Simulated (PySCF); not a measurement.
ZrI4, SMILES [I][Zr]([I])([I])[I], multiplicity 1.

Geometry optimised at PBE0-D3(BJ)/def2-SVP. The multiplicity is an assumed one; no other spin state was optimised. The isomer is the one that the SMILES or the coordinates give; other isomers of the formula were not compared. The def2 effective core potentials stand for the cores of I, Zr; spin–orbit coupling is left out.

Computed with PySCF with PBE/def2-TZVP.

The molecule is in vacuum.

- total energy = -1238.14377 hartree
- point group = Td
- highest occupied level = -6.81 eV
- lowest empty level = -3.63 eV
- orbital gap = 3.18 eV
- dipole moment = 0.000 e·Å
- quadrupole, principal values (traceless, Buckingham form, about the centre of nuclear charge) = 0.00, 0.00, 0.00 D·Å
- mean static polarisability = 190.6 bohr³ (28.24 Å³)
- polarisability, principal values = 190.6, 190.6, 190.6 bohr³
